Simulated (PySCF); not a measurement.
Gas-phase reaction: 3 Ga(CH₃)₃ → 3 GaH₃ + C₃H₄ (propyne) + 2 C₃H₇ (i-propyl). Level: ωB97M-V/def2-TZVP†; standard pressure 1 bar.

Method: PySCF energies plus ideal-gas RRHO corrections (1 bar). † marks an energy on the PBE0/def2-TZVP geometry and frequencies. Open shells (unrestricted): C₃H₇ (i-propyl) (multiplicity 2); the rest are closed-shell singlets. Ga: all electrons, no relativistic terms. Methyl groups turn as free rotors in Ga(CH₃)₃. GaH₃: computed as isolated molecules; such fragments, hydroxides, amides, oligomers or adducts are transient or little studied in the gas. The harmonic model lacks anharmonicity and excited electronic states, which grow with temperature; levels with a mode under 35 cm⁻¹ are left out. Internal rotation in C₃H₇ (i-propyl) is treated as a harmonic vibration of one conformer, which makes the entropy rough.

```json
[
 {"T (K)": "500", "1000/T (1/K)": "2.0000", "log10 K": "-64.25"},
 {"T (K)": "600", "1000/T (1/K)": "1.6667", "log10 K": "-49.86"},
 {"T (K)": "800", "1000/T (1/K)": "1.2500", "log10 K": "-31.85"},
 {"T (K)": "1000", "1000/T (1/K)": "1.0000", "log10 K": "?"},
 {"T (K)": "1200", "1000/T (1/K)": "0.8333", "log10 K": "-13.79"},
 {"T (K)": "1400", "1000/T (1/K)": "0.7143", "log10 K": "-8.61"}
]
```

### Question
Fit log10 K = a + b·(1000/T) to the five rows, get the mean ΔH° and ΔS°, and predict log10 K at 1000 K.

### Answer
Means: 1000/T = 1.2929, log10 K = -33.672. Sums of products about the means: Sxy = -51.38958, Sxx = 1.187567, so b = Sxy/Sxx = -43.27 and a = -33.672 − (-43.27)×1.2929 = 22.27.
ΔH° = −R ln 10 × 1000 K × b = −19.145 × (-43.27) = 828 kJ; ΔS° = R ln 10 × a = 426 J/K. The run's own values go from 826 kJ and 423 J/K at 500 K to 834 kJ and 431 J/K at 1400 K.
Prediction at 1000 K: 22.27 + (-43.27)×1.0000 = -21.00. The computed value is -21.03, 0.03 from the line.
For scale, ΔH°(298 K) is 826 kJ at this level, 824 kJ at ωB97X-V/def2-TZVP†, and runs from 587 to 917 kJ over the 18 levels computed.
